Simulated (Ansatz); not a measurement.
Reaction (formal exchange of groups at a Ga–P bond): `[PH2][GaH2]` + `[CH3][SnH3]` → `[CH3][SnH2][GaH2]` + PH₃

Program: Ansatz. Geometries: PBE0-D4/def2-TZVP. ΔE: electronic, gas phase. CCSD(T)/CBS adds triple-zeta CCSD(T) − MP2 to the extrapolated MP2 energy (def2 sets, frozen cores). This one scheme is used for every species. DFT in def2-TZVPP. B3LYP here is the variant with VWN-RPA as its local correlation; programs differ in this. Elements past krypton have def2 core potentials. For Ga, Sn outer-core shells are correlated without core-valence functions, which leaves a few kJ/mol of doubt a bond. Scalar relativity is left out up to krypton.

```csv
level,ΔE (kJ/mol)
revPBE-D4,0.8
BLYP-D4,-4.9
B3LYP-D4,-4.7
r2SCANh-D4,1.5
CAM-B3LYP-D4,-2.2
RPA@PBE/def2-TZVPP,-3.0
CCSD/def2-SVP,-4.5
SCS-MP2/def2-TZVPP,-3.1
```

Question: What does CCSD(T)/CBS give? (Best estimate.)

Answer: Computed: -5.2 kJ/mol. The listed levels differ from it by 6.0, 0.3, 0.5, 6.7, 3.0, 2.2, 0.7, 2.1 kJ/mol.

Largest T1 diagnostic among the species: 0.014.

Leaving LDA and LC-ωPBE aside and taking each functional with its dispersion term where it has one, the values, not all of them listed here, spread over 18.6 kJ/mol, from BHLYP-D4 to B97M-V. LDA lies +3.8 kJ/mol from PBE without D4.
